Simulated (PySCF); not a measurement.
PySCF job for Zn(SeH)(OSiH3) (H₄OSeSiZn), SMILES [Zn]([O][SiH3])[SeH], PBE0/pcSseg-1. The structure is a stationary point at B3LYP-D3(BJ)/def2-SVP. The structure was generated by enumeration; whether it is a known compound was not checked. Other conformers were not sampled.

```python
import numpy as np
from pyscf import gto, scf, dft
from pyscf.prop.nmr import rks as nmr

mol = gto.M(
    atom='''
    Zn    0.06883181    0.09888215   -0.16881968
    Se   -1.02173201    0.99782532    1.62945764
    H    -2.28408567    0.35228805    1.21113544
    O     0.93866642   -0.50358124   -1.59567838
    Si    1.57722714   -1.87475070   -2.24303202
    H     0.51152208   -2.85133233   -2.63787807
    H     2.48569339   -2.57843059   -1.28008585
    H     2.37029248   -1.53989053   -3.46226564
    ''',
    basis='pcSseg-1',
    charge=0,
    spin=0,
    max_memory=1600,
    verbose=3,
)
mf = dft.RKS(mol, xc='pbe0')
mf.grids.level = 3
mf.conv_tol = 1e-10
mf.max_cycle = 100
mf.kernel()
n = nmr.NMR(mf)
n.verbose = 2
n.max_cycle_cphf = 60
sigma = n.kernel()
print('atom   isotropic/ppm   span/ppm')
for i, s in enumerate(sigma):
    w = np.linalg.eigvalsh((s + s.T) / 2)
    print(f'{mol.atom_symbol(i):2s}{i + 1:3d} {w.mean():14.3f} {w[2] - w[0]:11.3f}')
```

Output:

```
converged SCF energy = -4546.95397012597
atom   isotropic/ppm   span/ppm
Zn  1       1699.199    1195.146
Se  2       2405.541     532.521
H   3         31.602      27.194
O   4        317.581     125.018
Si  5        389.047     150.548
H   6         26.066       8.845
H   7         26.032       8.990
H   8         26.127       8.949
```

Self-consistency was reached.

Cost: around 70 core-seconds (rough).
